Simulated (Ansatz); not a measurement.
A structure relaxed at B3LYP-D4/def2-SVP in Ansatz, charge 0, doublet:

```xyz
3

Bi    0.792    0.842    0.634
Te    1.105   -1.512   -0.745
Te   -1.897    0.670    0.111
```

Give its formula and point group.

BiTe2. Point group C2v (tolerance 0.1 Å).

Summarise the bond lengths by kind (pairs closer than 1.2 times the sum of covalent radii, bridged metal pairs left out).

2 × Bi–Te 2.75 Å.

In the def2 sets Bi, Te take a core potential; there is no spin–orbit coupling. Another isomer (doublet) lies 0.49 eV lower at PBE0-D4/def2-TZVP; other spin states weren't run for this one.
